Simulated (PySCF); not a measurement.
C₄H₆OSi, SMILES O=C1CC=C[SiH2]1.

Geometry: r2SCAN-D4/def2-SVP. The structure was generated by enumeration, and PubChem lists no compound with its InChIKey, so it may never have been made. Other conformers were not sampled.

Vertical ionisation energy (IE) and electron affinity (EA) in eV. Rows of orbital energies are one-electron estimates. Where ΔSCF, EOM or ADC give a negative EA the extra electron is unbound and the value depends on the basis.

```json
[
 {"level": "−ε(HOMO), −ε(LUMO), r2SCAN/def2-TZVP (PySCF)", "IE": "5.54", "EA": "2.38"},
 {"level": "−ε(HOMO), −ε(LUMO), PBE/def2-TZVP (PySCF)", "IE": "5.31", "EA": "2.56"}
]
```
